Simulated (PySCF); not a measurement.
C6H13NO.
Cartesian coordinates in Å at the PBE0-D3(BJ)/def2-SVP level; atoms count from 1:
```
atom  x, y, z in Å
C1     3.330    0.020   -0.151
O2     2.132   -0.519    0.328
C3     1.005    0.121   -0.063
C4    -0.216   -0.245    0.354
C5    -0.426   -1.391    1.293
C6    -1.442    0.490   -0.144
C7    -2.163   -0.299   -1.234
N8    -1.095    1.800   -0.669
H9     4.149   -0.600    0.239
H10    3.375    0.008   -1.255
H11    3.482    1.060    0.193
H12    1.126    0.961   -0.756
H13    0.528   -1.866    1.555
H14   -1.083   -2.162    0.855
H15   -0.914   -1.056    2.225
H16   -2.138    0.552    0.725
H17   -2.407   -1.318   -0.899
H18   -1.521   -0.367   -2.125
H19   -3.108    0.192   -1.519
H20   -1.923    2.259   -1.041
H21   -0.738    2.391    0.080
```

All values: wB97X-D/def2-SVPD (PySCF, non-relativistic), on one gas-phase PBE0-D3(BJ)/def2-SVP geometry that isn't relaxed in the solvent. The solvent is an IEF-PCM continuum (van der Waals radii × 1.2). Specific hydrogen bonds and non-electrostatic terms are outside this model.

Gas phase at wB97X-D/def2-SVPD: HOMO -7.70 eV, LUMO 2.32 eV, dipole 1.09 D.

Problem. What does the continuum do to the energy, the frontier levels and the dipole at wB97X-D/def2-SVPD in cyclohexane and dimethylsulfoxide?

Solution. 
| solvent | ε | E(solvent) − E(gas) (kcal/mol) | polarisation term (kcal/mol) | distortion of the solute (kcal/mol) | HOMO (eV) | LUMO (eV) | dipole (D) |
| --- | --- | --- | --- | --- | --- | --- | --- |
| cyclohexane | 2.017 | -2.00 | -2.11 | 0.11 | -7.72 | 2.38 | 1.24 |
| dimethylsulfoxide | 46.83 | -5.49 | -6.48 | 0.99 | -7.83 | 2.40 | 1.58 |

The polarisation term is half the interaction of the solute with the surface charges that it induces; the rest is the cost of distorting the solute's density. The sum is the electrostatic part of solvation alone. From cyclohexane to dimethylsulfoxide the lowering changes by a factor 2.75, Onsager's factor (ε − 1)/(2ε + 1) by 2.40 and ε itself by 23.2.

Problem. Which radius a makes the point-dipole formula ΔE = −[(ε − 1)/(2ε + 1)]·μ²/a³ give the value in dimethylsulfoxide, with the gas-phase dipole?

Solution. μ = 0.430 au and |ΔE| = 0.00874 Eh give a = 1.15 Å; the farthest nucleus lies 4.21 Å from the centroid of the nuclei, so such a sphere wouldn't even hold the nuclei. The formula assumes a rigid point dipole at the centre of a sphere.

Problem. Give the dipole vector in the frame of the coordinates (D, pointing from negative to positive charge), gas and dimethylsulfoxide.

Solution. Gas (-0.14, 1.08, 0.10), solvent (-0.55, 1.45, 0.30). Its length changes by +45 % and its direction by 14°.

Problem. How does the static polarisability (wB97X-D/def2-SVPD, frozen core, with the continuum's full static response) change?

Solution. 
```tsv
medium	isotropic (au)	principal values (au)	⟨r²⟩ of the electrons (bohr²)
gas	90.7	73.7, 86.4, 112.2	1308.7
cyclohexane	101.4	82.5, 96.5, 125.1	1308.0
dimethylsulfoxide	122.5	103.8, 115.3, 148.4	1306.5
```

The isotropic value in dimethylsulfoxide is 1.35 times the gas-phase one; no cavity-field correction is applied. ⟨r²⟩ is taken about the centre of nuclear charge.

Note: wB97X-D ran without an empirical dispersion term, which enters the total energy and its gradient alone.
